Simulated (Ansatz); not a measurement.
```yaml
crystal:
  periodic: [false, false, false]
  atoms:
    - {symbol: Cl, position_ang: [-0.342572, -1.618213, -0.424445]}
    - {symbol: Si, position_ang: [0.128068, -0.324857, 0.096351]}
    - {symbol: Cl, position_ang: [0.940212, -0.658715, 1.126535]}
    - {symbol: Se, position_ang: [-0.850203, 0.432444, 0.875570]}
    - {symbol: Se, position_ang: [0.632053, 0.313946, -0.977125]}
    - {symbol: H, position_ang: [-1.511535, 0.597722, 0.002501]}
    - {symbol: H, position_ang: [0.926334, 1.211892, -0.584927]}
basis:
  gaussian: {orbitals: cc-pVTZ-DK}
hamiltonian: {xc: {name: RPBE}}
```

```sh
$ ansatz run in.yaml --threads 4 --pin off --events-out ev --progress --plain --max-ram 11315MiB
```

Output, abridged:

```
Functional definition: RPBE
1697 factors; their error is unknown
mean field evaluation 1: about -165184.9343 eV, gradient 1.0e2 eV
mean field evaluation 2: about -165095.9562 eV, gradient 2.3e2 eV
mean field evaluation 4: about -165206.5702 eV, gradient 9.4e0 eV
mean field evaluation 8: about -165206.7368 eV, gradient 1.9e-1 eV
mean field evaluation 16: about -165206.6768 eV, gradient 2.9e-4 eV
mean field -165206.67684413 eV, -6071.2333929144 hartree, gradient 5.9e-5 eV, S^2 0.000000; 0 other end points of the search recorded, 0 dependent functions left out
reference -165206.67687671 eV, -6071.2333941116 hartree; 59, 59 occupied and 157, 157 virtual orbitals, 1697 factors
Total energy: -165206.67687671 eV, -6071.2333941116 hartree
Relativity: scalar
```

Problem. What is wrong with this run?

Solution. The geometry is squeezed to about two thirds of its size. Self-consistency was reached. The result belongs to that input, not to the molecule as meant.
